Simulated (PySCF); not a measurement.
Dipole response of Co (cobalt, neutral)

[Ar] 3d7 4s2, high-spin 4F determinant. All numbers are calculated (PySCF 2.14, no relativity, point nucleus, in dyall-av2z (16s12p7d2f, 101 functions)). Coupled (time-dependent) response in atomic units; α is the mean over directions. A double-zeta set is small for polarisabilities.

```json
{"method": "HSE06", "mean α (bohr³)": "56.34", "C₆ (like pair)": "476.0", "S(−4)": "1708"}
```

S(−4) is the Cauchy moment in α(ω) = α(0) + S(−4) ω² + …

Reference α: 55 ± 4 bohr³ (recommended; Schwerdtfeger and Nagle, table of static dipole polarizabilities (2023 update)). Published C₆: 408.0 (Chu and Dalgarno (2004); Tang, Norbeck and Certain (1976)).

α(iu) at HSE06:

| u (hartree) | α(iu) (bohr³) |
| --- | --- |
| 0 | 56.34 |
| 0.0500 | 52.42 |
| 0.100 | 43.68 |
| 0.200 | 27.18 |
| 0.300 | 17.49 |
| 0.500 | 9.074 |
| 0.750 | 5.318 |
| 1.00 | 3.682 |
| 1.50 | 2.207 |
| 2.00 | 1.519 |
| 3.00 | 0.8732 |
| 5.00 | 0.4183 |

A single London oscillator, α(iu) = α/(1 + u²/ω²), gives C₆ = (3/4) ω α². Matching the computed C₆ needs ω = 4 × 476.0 / (3 × 56.34²) = 0.200 hartree.
